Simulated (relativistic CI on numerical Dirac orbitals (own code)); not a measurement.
**Ni⁺ in a cubic cluster: 3p photoemission with charge transfer**

Computed with a charge-transfer multiplet model of a cubic metal-ligand cluster with up to one ligand hole, Slater and spin-orbit integrals from Dirac-Coulomb-Breit ions, Slater integrals scaled by 0.9. The ground state mixes d9 with configurations of k ligand holes L, whose averages lie at kΔ + k(k − 1)U_dd/2; a core hole lowers each added d electron by U_cd. 300 K, Lorentzian 0.9 eV and Gaussian 0.8 eV FWHM.

Atomic integrals in eV (Slater integrals scaled, ζ unscaled), ground: F2dd 10.953, F4dd 6.797, zeta_d 0.072; with the core hole: F2dd 10.953, F4dd 6.797, zeta_d 0.080, zeta_core 1.430, F2cd 12.221, G1cd 15.140, G3cd 9.159.

Cluster parameters (eV): U_dd = 7, U_cd = 8.4, 10Dq = 0.3, 10Dq(ligand) = 0.1, V(eg) = 1.45, V(t2g) = -0.73, final-state hopping factor = 1.

```csv
Case,n_d,d9,d10L,S
Δ = 2.9 eV,9.14,0.86,0.14,0.50
Δ = 4.9 eV,9.07,0.93,0.07,0.50
Δ = 5.9 eV,9.05,0.95,0.05,0.50
Δ = 7.9 eV,9.03,0.97,0.03,0.50
Δ = 8.9 eV,9.02,0.98,0.02,0.50
```

Weights, n_d and S are thermal averages at 300 K. Binding energies count from the first peak over 30 % of the highest in each spectrum, which can be another peak from case to case. The parameters are a model scan and need not match a compound or its usual spin state. Peaks in eV (height, largest 100):
- Δ = 2.9 eV: 0.0 (100), 2.2 (72), 7.9 (58), 15.2 (33)
- Δ = 4.9 eV: 0.0 (100), 2.0 (54), 6.7 (57), 13.9 (34)
- Δ = 5.9 eV: 0.0 (100), 4.0 (20), 6.4 (55), 13.7 (35)
- Δ = 7.9 eV: 0.0 (100), 3.2 (32), 5.5 (52), 13.3 (37)
- Δ = 8.9 eV: 0.0 (100), 4.0 (43), 5.8 (58), 13.2 (38)

Curve for Δ = 4.9 eV (points under 2 left out, the grid thinned):

| E (eV) | Intensity |
| --- | --- |
| -3.4 | 3.4 |
| -2.9 | 4.6 |
| -2.5 | 6.0 |
| -2.0 | 9.3 |
| -1.6 | 14.5 |
| -1.1 | 30.4 |
| -0.7 | 58.1 |
| -0.2 | 95.8 |
| 0.2 | 96.0 |
| 0.7 | 69.3 |
| 1.1 | 52.9 |
| 1.6 | 50.6 |
| 2.0 | 53.9 |
| 2.5 | 44.2 |
| 2.9 | 31.8 |
| 3.4 | 22.2 |
| 3.8 | 18.1 |
| 4.3 | 15.2 |
| 4.7 | 14.8 |
| 5.2 | 20.3 |
| 5.6 | 31.5 |
| 6.1 | 47.9 |
| 6.6 | 56.8 |
| 7.0 | 54.3 |
| 7.5 | 47.6 |
| 7.9 | 40.0 |
| 8.4 | 23.1 |
| 8.8 | 13.0 |
| 9.3 | 7.3 |
| 9.7 | 5.3 |
| 10.2 | 4.2 |
| 10.6 | 3.8 |
| 11.1 | 3.9 |
| 11.5 | 4.4 |
| 12.0 | 6.5 |
| 12.4 | 10.8 |
| 12.9 | 20.2 |
| 13.3 | 26.9 |
| 13.8 | 33.3 |
| 14.2 | 31.5 |
| 14.7 | 17.6 |
| 15.1 | 9.1 |
| 15.6 | 4.6 |
| 16.0 | 3.1 |
| 16.5 | 2.1 |

For the case Δ = 5.9 eV, Δ = 5.9 eV is smaller than U_dd = 7 eV, the charge-transfer side of the Zaanen-Sawatzky-Allen scheme. With the core hole the configuration with one ligand hole lies at Δ − U_cd = -5.5, -3.5, -2.5, -0.5, 0.5 eV from the one without, in the order of the table; where this is negative the screened configuration lies lower, though the effective hopping of about 1.4 eV (from the holes of the mixed ground state) mixes the two strongly wherever it is as large as the gap.
